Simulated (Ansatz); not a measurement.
**Redistribution: C2H9ClSi2 + Si(CH3)2(OH)(SiH3) → C2H10OSi2 + Si(CH3)2(SiH3)Cl**

Gas-phase species: C2H9ClSi2 `CC[SiH]([SiH3])Cl`, singlet; Si(CH3)2(OH)(SiH3), singlet; C2H10OSi2 `CC[SiH](O)[SiH3]`, singlet; Si(CH3)2(SiH3)Cl, singlet. The partners trade Cl for OH; both sit on Si, so the bond types are kept.

Shapes, held fixed at every level: PBE0-D4/def2-TZVP. Flexible molecules stand in one conformer, not always the lowest. Programs: Ansatz 0.2.0. Electronic energies: no zero-point or thermal term.

Task: Estimate ΔE of this reaction.

Result: The highest level, CCSD(T)/CBS estimate, gives ΔE = +1.1 kJ/mol; the levels span -0.9 to +1.6. That is about zero within the method's error. They disagree on the sign: 6 of 7 are positive. The column of differences is taken from that level and isn't an error. No measured value is set beside it here. The CBS estimate extrapolates MP2 from def2-TZVPP and def2-QZVPP and adds CCSD(T) − MP2 in the triple-zeta set, cores frozen.

```tsv
level	kind	ΔE (kJ/mol)	less CCSD(T)/CBS estimate
HF/def2-TZVPP	Hartree–Fock	-0.9	-2.0
B3LYP-D4/def2-TZVPP	global hybrid	+1.1	0.0
PBE0-D4/def2-TZVPP	global hybrid	+1.6	+0.5
wB97X-V/def2-TZVPP	range-separated hybrid	+0.7	-0.4
B2PLYP/def2-TZVPP	double hybrid	+0.9	-0.2
CCSD/def2-TZVPP	coupled cluster or CI	+0.7	-0.4
CCSD(T)/CBS estimate	coupled cluster or CI	+1.1	0.0
```
